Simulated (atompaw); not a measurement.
**u(r) = r·R(r): atom against pseudo-atom (Cd)**

Columns: radius, all-electron u(r) and pseudo u(r) of the 4s shell (level -97.85 eV) of cadmium in the configuration [Ar] 3d10 4s2 4p6 4d10 5s2 5p0; LDA (PW92), non-relativistic, PAW (atompaw) scheme, atompaw 4.2.0.5.

| r (bohr) | all-electron | pseudo |
| --- | --- | --- |
| 0.065 | -0.3192 | -0.2524 |
| 0.131 | -0.2681 | -0.5006 |
| 0.196 | 0.3350 | -0.7292 |
| 0.262 | 0.6717 | -0.9385 |
| 0.327 | 0.6110 | -1.1163 |
| 0.392 | 0.3023 | -1.2617 |
| 0.458 | -0.1033 | -1.3735 |
| 0.523 | -0.4863 | -1.4473 |
| 0.588 | -0.7983 | -1.4855 |
| 0.654 | -1.0240 | -1.4903 |
| 0.719 | -1.1591 | -1.4646 |
| 0.785 | -1.2210 | -1.4125 |
| 0.850 | -1.2243 | -1.3407 |
| 0.915 | -1.1863 | -1.2538 |
| 0.981 | -1.1195 | -1.1559 |
| 1.046 | -1.0370 | -1.0548 |
| 1.112 | -0.9448 | -0.9520 |
| 1.177 | -0.8517 | -0.8537 |
| 1.242 | -0.7605 | -0.7607 |
| 1.308 | -0.6725 | -0.6725 |
| 1.373 | -0.5919 | -0.5919 |
| 1.438 | -0.5181 | -0.5181 |
| 1.504 | -0.4506 | -0.4506 |
| 1.569 | -0.3911 | -0.3911 |
| 1.635 | -0.3377 | -0.3377 |
| 1.700 | -0.2913 | -0.2913 |

Q: How many radial nodes do the two functions have?

A: The all-electron 4s function has n − l − 1 = 3 (the table is too coarse to show those close to the nucleus); the pseudo-wave has 0, since the states of the same l below it are removed with the core.

Q: At about which radius was the pseudo-wave matched?

A: 1.30 bohr, where the columns begin to agree (steps of 0.07 bohr).

Q: Where does each function peak?

A: Outermost all-electron maximum near 0.85 bohr, pseudo maximum near 0.65 bohr (to the table’s step).

Q: Is the pseudo-wave norm-conserving?

A: No, it belongs to a PAW set: the norm inside the radius is not constrained, and the difference is carried by the augmentation charge.
